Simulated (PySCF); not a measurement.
Species: CH6NSi4 (doublet state).
Numbering: `[N:1]#[C:2][SiH:3]1[SiH2:4][SiH:5][SiH2:6]1` (hydrogens: H7 on Si3; H8, H9 on Si4; H10 on Si5; H11, H12 on Si6)

The calculation used UKS B3LYP, pcH-1 on C H N Si, non-relativistic, mean-field spin-orbit, GIAO (PySCF 2.14.0). Isolated species at its GFN2-xTB geometry (one conformer only). A GFN2-xTB geometry isn't a minimum of the functional, and hyperfine couplings can be far from their values at a DFT geometry, by a factor of two or more for some ions and for spin on atoms past the first row.

What are Nα, Nβ and the exact ⟨S²⟩?

Nα = 38, Nβ = 37 (75 in all), and S(S+1) = 0.75 for S = 1/2.

Mulliken spin populations, one withheld:

```tsv
atom	bound to	population
N1	C2	+0.0035
C2	N1, Si3	+0.0029
Si3	C2, Si4, Si6, H7	+0.0043
Si4	Si3, Si5, H8, H9	+0.0004
Si5	Si4, Si6, H10	?
Si6	Si5, Si3, H11, H12	+0.0008
H7	Si3	-0.0022
H8	Si4	+0.0276
H9	Si4	+0.0118
H10	Si5	-0.0206
H11	Si6	+0.0115
H12	Si6	+0.0278
```

What does Si5 hold?

The populations add up to Nα − Nβ = 1, and the others sum to 0.0678, so Si5 holds +0.932.

How is the spin shared among the elements?

Silicon +0.94, hydrogen +0.06, nitrogen 0.00, carbon 0.00. The positive populations sum to 1.02, the negative ones to -0.02.

With ⟨S²⟩ = 0.7534, find the sum of squared α–β overlaps and estimate the admixture of higher spin.

Σ|⟨iα|jβ⟩|² over occupied orbitals = Nβ − [⟨S²⟩ − S(S+1)] = 37 − 0.0034 = 36.9966. If the quartet state (S + 1) were the only admixture, its weight would be 0.0034/(2S + 2) = 0.11 %.

What Fermi-contact NMR shifts do the couplings of C2, Si3, Si4/Si6, H7, H8/H12, H9/H11, H10 imply at 298 K (Curie law, g = gₑ)?

δ = a_FC·h·gₑ μB S(S+1)/(3 g_N μN kT), with k/h = 20836.6 MHz/K:

| nuclei | isotope | a_FC (MHz) | g_N | contact shift (ppm) |
| --- | --- | --- | --- | --- |
| C2 | 13C | 10.00 | 1.4048 | +1054 |
| Si3 | 29Si | -14.14 | -1.1106 | +1885 |
| Si4/Si6 | 29Si | 5.30 | -1.1106 | -707 |
| H7 | 1H | -4.54 | 5.5857 | -120 |
| H8/H12 | 1H | 53.47 | 5.5857 | +1417 |
| H9/H11 | 1H | 27.55 | 5.5857 | +730 |
| H10 | 1H | -11.89 | 5.5857 | -315 |

All at the stated temperature. Entries for several nuclei are means.

Nuclei that the bonding pattern makes equivalent are averaged, as if the motion that swaps them (rotation, inversion, ring flip) were fast.

The spin density at the nucleus, in bohr⁻³, is negative for Si4/Si6 (-0.0060), H10 (-0.0027) and H7 (-0.0010), for instance. A restricted open-shell determinant has no negative spin density anywhere; here it arises because α and β orbitals differ (spin polarisation).
